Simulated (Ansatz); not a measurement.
Ansatz (a program for electronic structure) job for B(Me)2(Et) (C4H11B), SMILES CCB(C)C, B3LYP-D3(BJ)/def2-SVP. 

Ansatz 0.2 input:
```yaml
crystal:
  periodic: [false, false, false]
  atoms:
    - {symbol: B, position_ang: [0.22365553, 0.26414861, 0.43993748]}
    - {symbol: C, position_ang: [0.10662621, -1.06553588, 1.27800027]}
    - {symbol: H, position_ang: [0.60397968, -1.89201821, 0.77231967]}
    - {symbol: H, position_ang: [-0.93634549, -1.36620891, 1.37229800]}
    - {symbol: H, position_ang: [0.51929907, -0.99491205, 2.28147855]}
    - {symbol: C, position_ang: [0.86339116, 1.54917093, 1.09666043]}
    - {symbol: H, position_ang: [1.91150632, 1.36332717, 1.33144055]}
    - {symbol: H, position_ang: [0.38784447, 1.78581377, 2.04753127]}
    - {symbol: H, position_ang: [0.82253247, 2.43926795, 0.47313376]}
    - {symbol: C, position_ang: [-0.28908769, 0.34169300, -1.05545496]}
    - {symbol: C, position_ang: [-0.83941868, -0.94081503, -1.68017144]}
    - {symbol: H, position_ang: [0.52100379, 0.71783332, -1.68887246]}
    - {symbol: H, position_ang: [-1.06371203, 1.11425714, -1.11111429]}
    - {symbol: H, position_ang: [-1.68794956, -1.31248434, -1.11050805]}
    - {symbol: H, position_ang: [-0.07700277, -1.71630687, -1.69811963]}
    - {symbol: H, position_ang: [-1.16849956, -0.76639000, -2.70348040]}
basis:
  gaussian:
    orbitals: def2-SVP
hamiltonian:
  xc: b3lyp
  dispersion: d3bj
relax: {f_tol: 0.002, max_steps: 200}
```

It prints:

```
WARN ansatz: RAYON_NUM_THREADS=1 ignored (pool sized by the plan → 1); use --threads N
Functional definition: B3LYP
integrals: 0.10 GiB planned
1432 factors; integrals over basis functions are off by at most 3.2e-4 eV
mean field: 0.55 GiB planned
mean field evaluation 1: about -4987.1360 eV, gradient 7.5e1 eV
mean field evaluation 2: about -4982.0458 eV, gradient 8.4e1 eV
mean field evaluation 4: about -5001.0390 eV, gradient 2.5e0 eV
mean field evaluation 8: about -5001.0840 eV, gradient 1.5e-1 eV
mean field evaluation 16: about -5001.0841 eV, gradient 3.3e-5 eV
mean field -5001.08407190 eV, -183.7864497856 hartree, gradient 3.3e-5 eV, S^2 0.000000; 0 other end points of the search recorded, 0 dependent functions left out
the calculation of the forces begins
reference -5001.08431934 eV, -183.7864588792 hartree; 20, 20 occupied and 105, 105 virtual orbitals, 1432 factors
relax step   1: F+E_penalty+E_count = -5001.59320112 eV  Δ(F+E_penalty+E_count) = +0.000e0 eV  max|allowed force component| = 6.952e-1 eV/Å  Δτ_max = 0.0000 Å  (25 SCF iters, accepted)
these checks for a lower state are left out or cut short: starts, cluster_reference, orbital_swaps, neighbouring_geometries, increment
integrals: 0.10 GiB planned
1432 factors; integrals over basis functions are off by at most 3.2e-4 eV
mean field: 0.54 GiB planned
[...]
these checks for a lower state are left out or cut short: starts, cluster_reference, orbital_swaps, neighbouring_geometries, increment
integrals: 0.10 GiB planned
1432 factors; integrals over basis functions are off by at most 3.3e-4 eV
mean field: 0.54 GiB planned
mean field -5001.14823004 eV, -183.7888075538 hartree, gradient 1.4e-5 eV, S^2 0.000000; 0 other end points of the search recorded, 0 dependent functions left out
the calculation of the forces begins
reference -5001.14847791 eV, -183.7888166629 hartree; 20, 20 occupied and 105, 105 virtual orbitals, 1432 factors
relax step  13: F+E_penalty+E_count = -5001.65553509 eV  Δ(F+E_penalty+E_count) = -2.918e-5 eV  max|allowed force component| = 2.423e-2 eV/Å  Δτ_max = 0.0074 Å  (21 SCF iters, accepted)
these checks for a lower state are left out or cut short: starts, cluster_reference, orbital_swaps, neighbouring_geometries, increment
integrals: 0.10 GiB planned
1432 factors; integrals over basis functions are off by at most 3.3e-4 eV
mean field: 0.54 GiB planned
mean field evaluation 96: about -5001.1482 eV, gradient 3.3e-5 eV
mean field -5001.14823366 eV, -183.7888076871 hartree, gradient 4.9e-5 eV, S^2 0.000000; 0 other end points of the search recorded, 0 dependent functions left out
the calculation of the forces begins
reference -5001.14848151 eV, -183.7888167955 hartree; 20, 20 occupied and 105, 105 virtual orbitals, 1432 factors
relax step  14: F+E_penalty+E_count = -5001.65556192 eV  Δ(F+E_penalty+E_count) = -2.683e-5 eV  max|allowed force component| = 1.552e-2 eV/Å  Δτ_max = 0.0027 Å  (19 SCF iters, accepted)
these checks for a lower state are left out or cut short: starts, cluster_reference, orbital_swaps, neighbouring_geometries, increment
integrals: 0.10 GiB planned
1432 factors; integrals over basis functions are off by at most 3.3e-4 eV
mean field: 0.54 GiB planned
mean field -5001.14823242 eV, -183.7888076416 hartree, gradient 8.0e-6 eV, S^2 0.000000; 0 other end points of the search recorded, 0 dependent functions left out
the calculation of the forces begins
reference -5001.14848026 eV, -183.7888167492 hartree; 20, 20 occupied and 105, 105 virtual orbitals, 1432 factors
relax step  15: F+E_penalty+E_count = -5001.65558980 eV  Δ(F+E_penalty+E_count) = -2.789e-5 eV  max|allowed force component| = 6.322e-4 eV/Å  Δτ_max = 0.0051 Å  (22 SCF iters, accepted)
these checks for a lower state are left out or cut short: starts, cluster_reference, orbital_swaps, neighbouring_geometries, increment
integrals: 0.10 GiB planned
1432 factors; integrals over basis functions are off by at most 3.3e-4 eV
mean field: 0.54 GiB planned
mean field -5001.14826235 eV, -183.7888087413 hartree, gradient 6.9e-6 eV, S^2 0.000000; 0 other end points of the search recorded, 0 dependent functions left out
the calculation of the forces begins
reference -5001.14851017 eV, -183.7888178486 hartree; 20, 20 occupied and 105, 105 virtual orbitals, 1432 factors
relax step  16: F+E_penalty+E_count = -5001.65561903 eV  Δ(F+E_penalty+E_count) = -2.922e-5 eV  max|allowed force component| = 4.745e-3 eV/Å  Δτ_max = 0.0180 Å  (27 SCF iters, accepted)
these checks for a lower state are left out or cut short: starts, cluster_reference, orbital_swaps, neighbouring_geometries, increment
integrals: 0.10 GiB planned
1432 factors; integrals over basis functions are off by at most 3.3e-4 eV
mean field: 0.54 GiB planned
mean field -5001.14828558 eV, -183.7888095950 hartree, gradient 6.7e-6 eV, S^2 0.000000; 0 other end points of the search recorded, 0 dependent functions left out
the calculation of the forces begins
reference -5001.14853335 eV, -183.7888187003 hartree; 20, 20 occupied and 105, 105 virtual orbitals, 1432 factors
relax step  17: F+E_penalty+E_count = -5001.65555892 eV  Δ(F+E_penalty+E_count) = +6.010e-5 eV  max|allowed force component| = 5.117e-2 eV/Å  Δτ_max = 0.0538 Å  (26 SCF iters, rejected (line search))
these checks for a lower state are left out or cut short: starts, cluster_reference, orbital_swaps, neighbouring_geometries, increment
integrals: 0.10 GiB planned
1432 factors; integrals over basis functions are off by at most 3.3e-4 eV
mean field: 0.54 GiB planned
mean field -5001.14834039 eV, -183.7888116094 hartree, gradient 6.9e-6 eV, S^2 0.000000; 0 other end points of the search recorded, 0 dependent functions left out
the calculation of the forces begins
reference -5001.14858821 eV, -183.7888207164 hartree; 20, 20 occupied and 105, 105 virtual orbitals, 1432 factors
relax step  18: F+E_penalty+E_count = -5001.65565169 eV  Δ(F+E_penalty+E_count) = -3.267e-5 eV  max|allowed force component| = 9.184e-3 eV/Å  Δτ_max = 0.0262 Å  (27 SCF iters, accepted)
these checks for a lower state are left out or cut short: starts, cluster_reference, orbital_swaps, neighbouring_geometries, increment
integrals: 0.10 GiB planned
1432 factors; integrals over basis functions are off by at most 3.3e-4 eV
mean field: 0.54 GiB planned
mean field evaluation 128: about -5001.1483 eV, gradient 4.2e-5 eV
mean field -5001.14834601 eV, -183.7888118157 hartree, gradient 6.9e-6 eV, S^2 0.000000; 0 other end points of the search recorded, 0 dependent functions left out
the calculation of the forces begins
reference -5001.14859378 eV, -183.7888209211 hartree; 20, 20 occupied and 105, 105 virtual orbitals, 1432 factors
relax step  19: F+E_penalty+E_count = -5001.65565042 eV  Δ(F+E_penalty+E_count) = +1.275e-6 eV  max|allowed force component| = 1.362e-2 eV/Å  Δτ_max = 0.0186 Å  (27 SCF iters, rejected (line search))
these checks for a lower state are left out or cut short: starts, cluster_reference, orbital_swaps, neighbouring_geometries, increment
integrals: 0.10 GiB planned
1432 factors; integrals over basis functions are off by at most 3.3e-4 eV
mean field: 0.54 GiB planned
mean field -5001.14834935 eV, -183.7888119384 hartree, gradient 2.0e-5 eV, S^2 0.000000; 0 other end points of the search recorded, 0 dependent functions left out
the calculation of the forces begins
reference -5001.14859714 eV, -183.7888210447 hartree; 20, 20 occupied and 105, 105 virtual orbitals, 1432 factors
relax step  20: F+E_penalty+E_count = -5001.65565971 eV  Δ(F+E_penalty+E_count) = -8.017e-6 eV  max|allowed force component| = 8.354e-3 eV/Å  Δτ_max = 0.0092 Å  (21 SCF iters, accepted)
these checks for a lower state are left out or cut short: starts, cluster_reference, orbital_swaps, neighbouring_geometries, increment
integrals: 0.10 GiB planned
1432 factors; integrals over basis functions are off by at most 3.3e-4 eV
mean field: 0.54 GiB planned
mean field -5001.14834467 eV, -183.7888117666 hartree, gradient 1.0e-5 eV, S^2 0.000000; 0 other end points of the search recorded, 0 dependent functions left out
the calculation of the forces begins
reference -5001.14859243 eV, -183.7888208716 hartree; 20, 20 occupied and 105, 105 virtual orbitals, 1432 factors
relax step  21: F+E_penalty+E_count = -5001.65566124 eV  Δ(F+E_penalty+E_count) = -1.530e-6 eV  max|allowed force component| = 9.810e-3 eV/Å  Δτ_max = 0.0098 Å  (21 SCF iters, accepted)
these checks for a lower state are left out or cut short: starts, cluster_reference, orbital_swaps, neighbouring_geometries, increment
integrals: 0.10 GiB planned
1432 factors; integrals over basis functions are off by at most 3.3e-4 eV
mean field: 0.54 GiB planned
mean field -5001.14836508 eV, -183.7888125165 hartree, gradient 6.0e-5 eV, S^2 0.000000; 0 other end points of the search recorded, 0 dependent functions left out
the calculation of the forces begins
reference -5001.14861284 eV, -183.7888216215 hartree; 20, 20 occupied and 105, 105 virtual orbitals, 1432 factors
relax step  22: F+E_penalty+E_count = -5001.65566625 eV  Δ(F+E_penalty+E_count) = -5.008e-6 eV  max|allowed force component| = 2.411e-3 eV/Å  Δτ_max = 0.0031 Å  (19 SCF iters, accepted)
these checks for a lower state are left out or cut short: starts, cluster_reference, orbital_swaps, neighbouring_geometries, increment
integrals: 0.10 GiB planned
1432 factors; integrals over basis functions are off by at most 3.3e-4 eV
mean field: 0.54 GiB planned
mean field -5001.14836518 eV, -183.7888125202 hartree, gradient 4.5e-5 eV, S^2 0.000000; 0 other end points of the search recorded, 0 dependent functions left out
the calculation of the forces begins
reference -5001.14861295 eV, -183.7888216255 hartree; 20, 20 occupied and 105, 105 virtual orbitals, 1432 factors
relax step  23: F+E_penalty+E_count = -5001.65566717 eV  Δ(F+E_penalty+E_count) = -9.170e-7 eV  max|allowed force component| = 8.351e-4 eV/Å  Δτ_max = 0.0025 Å  (17 SCF iters, accepted)
integrals: 0.10 GiB planned
1432 factors; integrals over basis functions are off by at most 3.3e-4 eV
mean field: 0.54 GiB planned
mean field evaluation 160: about -5001.1478 eV, gradient 4.8e-1 eV
mean field -5001.14836518 eV, -183.7888125202 hartree, gradient 4.5e-5 eV, S^2 0.000000; 1 other end points of the search recorded, 0 dependent functions left out
the calculation of the forces begins
reference -5001.14861295 eV, -183.7888216255 hartree; 20, 20 occupied and 105, 105 virtual orbitals, 1432 factors
Total energy: -5001.65591493 eV, -183.8074646296 hartree
Atom 0 at     0.218620     0.269779     0.446538 Å, force    -0.000835    -0.000387    -0.000034 eV/Å
Atom 1 at     0.078815    -1.047474     1.300196 Å, force     0.000624    -0.000059     0.000050 eV/Å
Atom 2 at     0.433569    -1.935940     0.749446 Å, force    -0.000016    -0.000092    -0.000053 eV/Å
Atom 3 at    -1.001610    -1.229449     1.465917 Å, force    -0.000359     0.000130     0.000105 eV/Å
Atom 4 at     0.566059    -1.018407     2.286911 Å, force     0.000029    -0.000076     0.000237 eV/Å
Atom 5 at     0.859280     1.559273     1.088050 Å, force     0.000834    -0.000128    -0.000719 eV/Å
Atom 6 at     1.942981     1.360512     1.209601 Å, force    -0.000347     0.000092     0.000146 eV/Å
Atom 7 at     0.485496     1.741212     2.110952 Å, force    -0.000229    -0.000195     0.000126 eV/Å
Atom 8 at     0.756468     2.482241     0.495983 Å, force    -0.000084     0.000129     0.000013 eV/Å
Atom 9 at    -0.290949     0.325472    -1.047926 Å, force     0.000303     0.000445    -0.000114 eV/Å
Atom 10 at    -0.793361    -0.959954    -1.709050 Å, force     0.000090    -0.000216     0.000337 eV/Å
Atom 11 at     0.507878     0.794312    -1.656970 Å, force    -0.000047     0.000114    -0.000129 eV/Å
Atom 12 at    -1.088672     1.098572    -1.052416 Å, force    -0.000065     0.000228     0.000020 eV/Å
Atom 13 at    -1.626791    -1.406614    -1.142423 Å, force    -0.000021    -0.000076     0.000013 eV/Å
Atom 14 at     0.001216    -1.722529    -1.762137 Å, force     0.000054    -0.000061    -0.000045 eV/Å
Atom 15 at    -1.151177    -0.790165    -2.737594 Å, force     0.000069     0.000150     0.000049 eV/Å
Dipole moment:     0.000831     0.008015     0.009658 e Å
```

Self-consistency was reached.

Cost: around 3 core-minutes (rough).
